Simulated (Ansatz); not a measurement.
A nudged elastic band was laid between two geometries of C3H7AlOSi (13 atoms, charge 0, multiplicity 1).

Method: RKS B3LYP-D4/6-31G in Ansatz 0.2.0.

| Item | Value |
| --- | --- |
| movable images | 5 |
| climbing image | yes |
| spring | 5.0 eV/Å² |
| optimiser | quadratic models (default) |
| start path | IDPP |
| force threshold | 0.03 eV/Å |
| iteration limit | 38 |
| end points | relaxed |

Initial state:

```xyz
13
Properties=species:S:1:pos:R:3
C -2.031 -1.120 1.024
C -1.696 0.133 0.647
Al 0.048 0.547 -0.142
Si 1.806 -1.126 -0.514
C 0.536 2.452 -0.678
O 1.696 2.699 -1.070
H -1.350 -1.963 0.909
H -2.998 -1.367 1.464
H -2.442 0.918 0.800
H 3.009 -0.854 0.351
H 2.278 -1.122 -1.944
H 1.353 -2.530 -0.203
H -0.190 3.297 -0.630
```

Final state:

```xyz
13
Properties=species:S:1:pos:R:3
C -2.089 -1.147 0.863
C -1.728 0.118 0.557
Al 0.063 0.553 -0.104
Si 1.831 -1.114 -0.448
C 0.581 2.474 -0.549
O 1.737 2.717 -0.957
H -3.082 -1.406 1.233
H -1.405 -1.988 0.757
H -2.480 0.900 0.694
H 3.040 -0.815 0.400
H 2.291 -1.140 -1.882
H 1.389 -2.515 -0.104
H -0.126 3.330 -0.445
```

Problem. Which bonds break or form, and what moves?

Solution. No bond is made or broken. The dihedral H7–C1–C2–Al3 goes from 0 to 180°.

Problem. Give the energies along the band, and the barrier.

Solution. The run converged. The highest image is number 3 of 0 to 6, 2.65 eV above the ends, which have the same energy within 2 meV. Neighbouring images differ by up to 2.0 eV, so the band resolves the path poorly. A vibrational analysis at the climbing image gives one clearly imaginary mode, 1793i cm⁻¹, and a faint second one (29i cm⁻¹) that may be numerical noise or a soft torsion: probably a first-order saddle point. Limits of this set-up: no polarisation functions.

| image | path coordinate (Å) | energy (eV) | dihedral H7–C1–C2–Al3 (°) |
| --- | --- | --- | --- |
| 0 | 0.00 | 0.00 | 0 |
| 1 | 1.01 | 0.07 | -7 |
| 2 | 2.01 | 0.65 | -51 |
| 3 | 3.02 | 2.65 | -87 |
| 4 | 4.02 | 0.65 | -127 |
| 5 | 5.03 | 0.07 | -173 |
| 6 | 6.03 | 0.00 | 180 |

Problem. What is the geometry of the highest image?

Solution. 
```xyz
13
Properties=species:S:1:pos:R:3:forces:R:3
C -2.010 -1.002 0.523 0.00 0.02 0.00
C -1.653 0.258 0.178 0.00 -0.01 -0.01
Al 0.255 0.442 -0.147 -0.01 0.01 0.00
Si 2.000 -1.263 0.010 0.00 0.00 0.00
C 0.207 2.420 -0.596 -0.01 -0.03 0.01
O 1.174 3.127 -0.897 0.01 0.01 0.00
H -2.257 -1.785 -0.210 0.00 -0.01 0.00
H -2.000 -1.373 1.558 0.00 0.00 0.00
H -2.041 1.254 0.001 0.00 0.00 0.00
H 3.045 -0.916 1.037 0.00 0.00 0.00
H 2.715 -1.475 -1.298 0.00 0.00 0.00
H 1.409 -2.591 0.411 0.00 0.00 0.00
H -0.822 2.869 -0.553 0.00 0.00 0.00
```

Run time: 11 min on 1 thread of Arm Neoverse V2 (shared host), peak memory 0.26 GiB.
